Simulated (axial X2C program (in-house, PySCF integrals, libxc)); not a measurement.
Worked dissociation energy of NbH⁺: MP2, spin-free

Computed with an in-house all-electron X2C program for linear molecules (integrals from PySCF). Spin-free means the one-electron spin-free X2C Hamiltonian. Basis: Nb dyall-cv3z [11s12p9d5f3g], H dyall-v3z [6s2p1d] (cores contracted in-house); Gaussian nuclei, density fitting, unrestricted open shells. Masses: Nb 92.906 u, H 1.008 u.

Molecular state: M_S = 3/2, Λ = 2 (beyond evenly filled blocks: π+α, π-α, δ+α).

Correlated methods: 13 electrons correlated (number of frozen shells: Nb 3 s, 2 p, 1 d; H none), 227 virtual spin orbitals or spinors in MP2.

| Property | Result |
| --- | --- |
| E(Nb+) (2M_S = 4, M_L = 2) | -3817.365978 hartree |
| E(H) (2M_S = 1, M_L = 0) | -0.500004 hartree |
| E(NbH⁺) at Re | -3817.947776 hartree |
| ωe | 1920.7 cm⁻¹ |
| ωexe | 22.2 cm⁻¹ |

Q: Work out De and D0.

A: De = -3817.365978 + (-0.500004) − (-3817.947776) = 0.08179 hartree = 2.226 eV. The zero-point energy is ωe/2 − ωexe/4 = 955 cm⁻¹ = 0.118 eV, so D0 = 2.107 eV.

One determinant describes the state; a PBE0 search over occupations chose it and may have missed a lower one. De is counted from the lowest determinant-based energies of the atoms at the same level, without counterpoise correction. Other states lie close and PBE0, whose exact exchange favours high spin, may order them wrongly; the determinant shown need not be the ground state. The nearest other spin-free determinant of the search, M_S = 3/2, Λ = 1, lies 0.09 eV up at the distance of the search.

Each atomic determinant is the lowest at this level and need not be a pure term. Totals compare only within one Hamiltonian and basis.
